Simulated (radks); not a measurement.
Task: Species: a nucleus of charge 24.4 with 24 electrons. Configuration: [Ar] 3d5 4s1. Calculated with a radial shooting solver on a logarithmic mesh with Libxc functionals: scalar-relativistic Kohn-Sham, PBEsol, spin-unpolarised, spherical densities, finite nucleus; Fermi nuclear charge, rms radius 3.6452 fm. Some entries of the table are withheld. Estimate them.

| orbital | occ. | eigenvalue (Ry) | <1/r> (bohr^-1) |
|---|---|---|---|
| 1s | 2 | (1) | 24.28 |
| 2s | 2 | -51.38062 | 5.148 |
| 2p | 6 | -43.37463 | 5.050 |
| 3s | 2 | -5.95743 | 1.602 |
| 3p | 6 | (2) | 1.462 |
| 3d | 5 | -0.51791 | (3) |
| 4s | 1 | -0.50023 | 0.4139 |

Result: 
(1) 1s eigenvalue (Ry): -447.8437
(2) 3p eigenvalue (Ry): -3.78960
(3) 3d <1/r> (bohr^-1): 1.039
